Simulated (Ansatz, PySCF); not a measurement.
C4H8OSi, SMILES C[SiH]1CC(=O)C1. Atoms are numbered in the order given.

```xyz
14

C      2.5165    -0.4558     0.0000
Si     0.8765     0.4455     0.0000
C     -0.4932    -0.1393     1.1999
C     -1.4324     0.0249     0.0000
O     -2.5674     0.4347     0.0000
C     -0.4932    -0.1393    -1.1999
H      2.3663    -1.5469     0.0000
H      3.1111    -0.1927    -0.8896
H      3.1111    -0.1927     0.8896
H      1.0502     1.9268     0.0000
H     -0.8221     0.3586     2.1225
H     -0.3235    -1.2136     1.4020
H     -0.3235    -1.2136    -1.4020
H     -0.8221     0.3586    -2.1225
```
Charge 0, spin multiplicity 1.

The structure is a stationary point at r2SCAN-D4/def2-SVP. The structure was generated by enumeration, and PubChem lists no compound with its InChIKey, so it may never have been made.

Two levels are set side by side: PBE-D3(BJ)/def2-SVP (Ansatz, an electronic-structure program) and r2SCAN-D4/def2-SVP (Ansatz). Each level has its own optimised geometry; the coordinates shown are those of the second. Frequencies come from the Hessian of PySCF at each geometry. Differences are taken from unrounded values.

```tsv
quantity	r2SCAN-D4	PBE-D3(BJ)	PBE-D3(BJ) minus r2SCAN-D4
mean bond length (Å)	1.370	1.378	0.008
bond C1–Si2 (Å)	1.871	1.882	0.011
bond Si2–C3 (Å)	1.913	1.922	0.010
bond Si2–C6 (Å)	1.913	1.922	0.010
bond C3–C4 (Å)	1.533	1.540	0.007
bond C4–O5 (Å)	1.207	1.214	0.008
bond C4–C6 (Å)	1.533	1.540	0.007
bond C1–H7 (Å)	1.101	1.109	0.007
bond C1–H8 (Å)	1.102	1.109	0.007
bond C1–H9 (Å)	1.102	1.109	0.007
bond Si2–H10 (Å)	1.491	1.502	0.011
bond C3–H11 (Å)	1.099	1.105	0.007
bond C3–H12 (Å)	1.106	1.113	0.007
bond C6–H13 (Å)	1.106	1.113	0.007
bond C6–H14 (Å)	1.099	1.105	0.007
highest harmonic wavenumber (cm⁻¹)	3160	3097	-64
mean harmonic wavenumber (cm⁻¹)	1311	1279	-32
zero-point energy (kcal/mol)	67.48	65.81	-1.67
```
